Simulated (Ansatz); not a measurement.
Start from `NC[S][AlH2]` and change one element to get `N[SiH2][S][AlH2]`.

Ansatz, PBE0-D4/def2-TZVP geometries, multiplicity 1. Each molecule was computed in one conformer, which needn't be the lowest.

```csv
property,`NC[S][AlH2]`
HOMO–LUMO gap (PBE0/def2-TZVPP) / eV,5.84
HOMO energy (PBE/def2-TZVPP) / eV,-5.75
zero-point energy (PBE0-D4/def2-TZVP) / kJ/mol,185.1
LUMO energy (ωB97M-V/def2-TZVPP) / eV,0.32
HOMO energy (PBE0/def2-TZVPP) / eV,-7.13
LUMO energy (PBE0/def2-TZVPP) / eV,-1.29
```

Q: Give the same properties after the change, and the shifts. (An estimate is asked.)

A: Ansatz gave: 
| property | `N[SiH2][S][AlH2]` | shift |
| --- | --- | --- |
| HOMO–LUMO gap (PBE0/def2-TZVPP) / eV | 5.98 | 0.14 |
| HOMO energy (PBE/def2-TZVPP) / eV | -6.18 | -0.43 |
| zero-point energy (PBE0-D4/def2-TZVP) / kJ/mol | 156.5 | -28.6 |
| LUMO energy (ωB97M-V/def2-TZVPP) / eV | 0.14 | -0.18 |
| HOMO energy (PBE0/def2-TZVPP) / eV | -7.45 | -0.32 |
| LUMO energy (PBE0/def2-TZVPP) / eV | -1.47 | -0.18 |

With PBE0 the HOMO falls by 0.32 eV and the LUMO falls by 0.18 eV, so the gap widens by about 0.14 eV. PBE moves the HOMO by -0.43 eV and ωB97M-V by -0.25 eV.
